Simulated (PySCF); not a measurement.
**Static response to an electric field**

C5H8O2.
Geometry (GFN2-xTB, Å), atoms numbered from 1 in this order:
```xyz
15
C5H8O2 angstrom
C     -2.0838   -0.7025    0.5023
O     -1.0228    0.1780    0.7694
C     -0.1082    0.3275   -0.3034
C      0.8419   -0.8320   -0.4812
C      2.0706   -0.4174   -0.2022
O      2.1804    0.8941    0.1115
C      0.8743    1.4590    0.0589
H     -2.6553   -0.3762   -0.3761
H     -2.7251   -0.6811    1.3810
H     -1.7333   -1.7264    0.3351
H     -0.6762    0.5413   -1.2251
H      0.5400   -1.8212   -0.7564
H      2.9979   -0.9620   -0.2017
H      0.8774    2.2667   -0.6767
H      0.6177    1.8602    1.0427
```

Level: PBE0/def2-SVPD (PySCF), static field, nuclei fixed, core orbitals frozen in the response. The polarisability tensor in these axes (au):

```
x   78.89  4.35 -1.03
y    4.35 65.33  1.88
z   -1.03  1.88 54.10
```

Q: Diagonalise the tensor; give its mean and Δα, where Δα² is half the sum of the squared differences of the eigenvalues.

A: Principal values 53.67, 64.47 and 80.17 au; mean 66.11 au = 9.80 Å³ = 10.90 × 10⁻⁴⁰ C²·m²/J; Δα = 23.08 au (35 % of the mean).

Q: What is the dipole moment, and where does it point?

A: (-1.01, -0.75, -1.16) D, 1.71 D in size, pointing from the negative to the positive side. Measured along this direction, the outermost atoms are H15 at the negative end and H8 at the positive end.

Q: Find the Langevin capture rate constant for H3O+ (19.018 u) meeting this molecule (100.052 u), k = 2.342 × 10⁻⁹ cm³/s × √(α in Å³ / reduced mass in u).

A: The reduced mass is 15.98 u, so k = 1.83 × 10⁻⁹ cm³/s. The formula leaves out the permanent dipole, which adds to the capture rate.

Q: Directions of the eigenvectors, and the extent of the frame along each?

A: Largest value along (0.96, 0.28, -0.02), where the nuclei span 5.45 Å; middle along (-0.27, 0.94, 0.20), 3.80 Å; least along (0.07, -0.18, 0.98), 2.63 Å. The response follows the extents in order.

Q: Refractivity n − 1 of an ideal gas of it at 298.15 K and 1 atm, from the electronic α?

A: N = p/kT = 2.4615 × 10¹⁹ cm⁻³, so n − 1 = 2π × N × 9.80 × 10⁻²⁴ cm³ = 1515 × 10⁻⁶ at long wavelengths, for an ideal gas.

One conformer (not necessarily the lowest) at the GFN2-xTB geometry, without solvent, vibrations or thermal averaging.
